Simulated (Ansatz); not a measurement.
Basis-set series for `O[BH][Sb]([SH])[SH]`. The species carries charge 0 and has multiplicity 1. Sb: def2 effective core potential. Geometry: relaxed with PBE0-D4/def2-TZVP. It is one conformer, not always the lowest.

Z-matrix (Å, degrees):
```
B
Sb 1 2.280
O 1 1.385 2 117.0
S 1 2.106 2 71.0 3 -107.5
H 1 1.202 2 113.9 3 154.6
S 2 2.400 1 97.5 3 -161.2
H 3 0.959 1 112.4 2 173.0
H 4 1.346 1 95.4 2 90.3
H 6 1.345 2 95.8 1 19.1
```

```
functional       basis  functions  energy (Eh)  HOMO (eV)  LUMO (eV)
   PBE0-D4    def2-SVP        110  -1138.48921      -6.27      -1.78
   PBE0-D4  def2-QZVPP        456  -1138.92922      -6.38      -1.99
   ωB97M-V    def2-SVP        110  -1138.74173      -8.22       0.12
   ωB97M-V  def2-QZVPP        456  -1139.18246      -8.36      -0.25
```

**Question.** Give the rows for def2-TZVPP. (Estimate.)

**Answer.** The calculation gave: 
| functional | basis | functions | energy (Eh) | HOMO (eV) | LUMO (eV) |
| --- | --- | --- | --- | --- | --- |
| PBE0-D4 | def2-TZVPP | 252 | -1138.89711 | -6.35 | -1.94 |
| ωB97M-V | def2-TZVPP | 252 | -1139.15179 | -8.33 | -0.16 |

Program: Ansatz 0.2.0.
